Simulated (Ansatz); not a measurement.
All numbers were calculated with Ansatz.

Basis-set series for `C[SiH](Cl)[SiH2]F`. The species carries charge 0 and has multiplicity 1. The geometry is a stationary point of PBE0-D4/def2-TZVP. It is one conformer, not always the lowest.

| functional | basis | functions | energy (Eh) | HOMO (eV) | LUMO (eV) |
| --- | --- | --- | --- | --- | --- |
| PBE0-D4 | def2-SVP | 112 | -1179.88450 | -7.96 | -0.60 |
| PBE0-D4 | def2-QZVPP | 504 | -1180.46805 | -8.04 | -0.98 |
| ωB97M-V | def2-SVP | 112 | -1180.29288 | -9.97 | 1.32 |
| ωB97M-V | def2-QZVPP | 504 | -1180.87927 | -10.10 | 0.69 |

Give the rows for def2-TZVPP. (Best estimate.)

The calculation gave: 
```tsv
functional	basis	functions	energy (Eh)	HOMO (eV)	LUMO (eV)
PBE0-D4	def2-TZVPP	272	-1180.42655	-8.02	-0.89
ωB97M-V	def2-TZVPP	272	-1180.84003	-10.07	0.90
```

Positive LUMOs are unbound and depend on the basis.
